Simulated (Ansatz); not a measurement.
Basis-set series for `N#CCB(N)O`. Charge 0, multiplicity 1. The geometry is a stationary point of PBE0-D4/def2-TZVP. It is one conformer, not always the lowest.

```tsv
functional	basis	functions	energy (Eh)	HOMO (eV)	LUMO (eV)
PBE0-D4	def2-SVP	109	-288.35442	-7.94	1.10
PBE0-D4	def2-TZVPP	256	-288.68651	-8.20	0.30
ωB97M-V	def2-SVP	109	-288.57816	-10.33	2.74
ωB97M-V	def2-TZVPP	256	-288.92158	-10.61	1.60
```

**Question.** Give the rows for def2-QZVPP. (An estimate is asked.)

**Answer.** Computed: 
| functional | basis | functions | energy (Eh) | HOMO (eV) | LUMO (eV) |
| --- | --- | --- | --- | --- | --- |
| PBE0-D4 | def2-QZVPP | 492 | -288.70268 | -8.25 | -0.03 |
| ωB97M-V | def2-QZVPP | 492 | -288.93666 | -10.65 | 1.08 |

Positive LUMOs are unbound and depend on the basis.
